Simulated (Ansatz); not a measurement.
`NB(O)[SiH2]F` + `O[SiH3]` → `NB(O)O[SiH3]` + `F[SiH3]`  (cleavage of the B–Si bond)

Isolated molecules relaxed with PBE0-D4/def2-TZVP in Ansatz; ΔE leaves out vibrations. CCSD(T)/CBS is the MP2 limit (def2-TZVPP, def2-QZVPP) plus CCSD(T) − MP2 in def2-TZVPP, frozen cores. This one scheme is used for every species. Functionals use def2-TZVPP. Each species was taken in one conformer, which may not be the lowest.

`NB(O)[SiH2]F`:

Z-matrix (Å, degrees):
```
Si
F 1 1.620
B 1 2.029 2 105.0
H 1 1.489 2 107.1 3 122.6
H 1 1.489 2 107.1 3 -122.5
O 3 1.372 1 118.5 2 -0.2
N 3 1.398 1 123.6 2 179.8
H 6 0.959 3 113.2 1 0.0
H 7 1.008 3 121.8 1 180.0
H 7 1.003 3 124.1 1 -0.0
```

`O[SiH3]`:

Z-matrix (Å, degrees):
```
Si
O 1 1.648
H 1 1.489 2 111.7
H 1 1.489 2 111.7 3 120.9
H 1 1.481 2 105.9 3 -119.6
H 2 0.957 1 117.9 3 -60.5
```

`NB(O)O[SiH3]`:

Z-matrix (Å, degrees):
```
Si
O 1 1.646
H 1 1.484 2 106.5
H 1 1.486 2 111.2 3 -118.9
H 1 1.485 2 111.2 3 119.0
B 2 1.371 1 130.1 3 -179.9
O 6 1.376 2 117.3 1 0.0
N 6 1.410 2 118.8 1 -179.9
H 7 0.957 6 115.0 2 -180.0
H 8 1.004 6 120.8 2 -0.0
H 8 1.002 6 124.9 2 -180.0
```

`F[SiH3]`:

```xyz
5

F    -0.573    1.065   -0.985
Si    0.015   -0.028    0.026
H    -0.625   -1.330   -0.274
H    -0.298    0.401    1.409
H     1.481   -0.108   -0.176
```

```csv
level,ΔE (kcal/mol),difference from CCSD(T)/CBS
r2SCAN-D4,-31.9,0.9
PBE0-D4,-30.0,2.8
ωB97X-V,-32.0,0.8
ωB97M-V,-32.9,-0.1
r2SCAN,-31.8,1.0
HF/def2-TZVPP,-39.8,-7.0
SCS-MP2/def2-TZVPP,-34.6,-1.8
CCSD/def2-TZVPP,-34.2,-1.4
HF/CBS(def2),-40.1,-7.3
CCSD/CBS(def2),-33.7,-0.9
CCSD(T)/CBS,-32.8,0
```

Largest T1 diagnostic among the species: 0.013.

In def2-TZVPP, CCSD(T) changes the Hartree–Fock value by +6.5 kcal/mol (the triples alone add +0.9 kcal/mol) and MP2 by +5.7 kcal/mol. From PBE to PBE0 (25 % exact exchange), in def2-TZVPP and without D4, ΔE moves by −2.7 kcal/mol.
